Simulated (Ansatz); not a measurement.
Consider the redistribution: `[CH3][Mo]([CH3])(=[O])=[S]` + `N[Si]S` → `[CH3][Mo]([NH2])(=[O])=[S]` + `C[Si]S`.

Calculated with Ansatz (gas phase, PBE0-D4/def2-TZVP geometries, no zero-point term in ΔE). CCSD(T)/CBS is the MP2 limit (def2-TZVPP, def2-QZVPP) plus CCSD(T) − MP2 in def2-TZVPP, frozen cores. This one scheme is used for every species. Functionals use def2-TZVPP. def2 core potentials past Kr. For Mo outer-core shells are correlated without core-valence functions, which leaves a few kJ/mol of doubt a bond. Each species was taken in one conformer, which may not be the lowest.

Problem. Is it downhill or uphill in electronic energy at CCSD(T)/CBS, and by how much? (Best estimate.)

Solution. Ansatz gave: Uphill: ΔE = +6.6 kJ/mol.

Problem. What do these levels give: BHLYP-D4, revPBE, r2SCAN0, BHLYP, LC-ωPBE, MP2/CBS(def2)? (An estimate is asked.)

Solution. The calculation gave: BHLYP-D4 8.8, revPBE 3.5, r2SCAN0 8.7, BHLYP 9.2, LC-ωPBE 5.4, MP2/CBS(def2) 9.1 kJ/mol.

Largest T1 diagnostic among the species: 0.026, so the coupled-cluster value is less sure than usual.

Leaving LDA and LC-ωPBE aside and taking each functional with its dispersion term where it has one, the values, not all of them listed here, spread over 6.8 kJ/mol, from revPBE-D4 to BHLYP-D4. From BLYP to BHLYP (50 % exact exchange), in def2-TZVPP and without D4, ΔE moves by +4.1 kJ/mol.
